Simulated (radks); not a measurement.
Values are calculated unless marked as measured or tabulated.
Question: V I, 23 electrons, occupied as [Ar] 3d3 4s2. Code: a radial shooting solver on a logarithmic mesh with Libxc functionals. Model: Dirac Kohn-Sham, LDA (Slater exchange, Perdew-Wang correlation), spin-unpolarised, spherical densities, point nucleus; open shells are shared between the two j in proportion to 2j + 1.

Spin-orbit splittings of the eigenvalues, e(l+1/2) - e(l-1/2), with zeta = 2 splitting/(2l+1) and mean radii in bohr:

| shell | occ. | splitting (eV) | zeta (eV) | <r> j=l-1/2 | <r> j=l+1/2 |
|---|---|---|---|---|---|
| 2p | 6 | 7.080 | 4.720 | 0.2726 | 0.2754 |
| 3p | 6 | 0.8404 | 0.5603 | 1.012 | 1.021 |
| 3d | 3 | ? | ? | 1.442 | 1.448 |
| 4p | 0 | 0.03372 | 0.02248 | 4.597 | 4.636 |

Estimate the 3d splitting.

Answer: 0.06629 eV (zeta = 0.02652 eV).
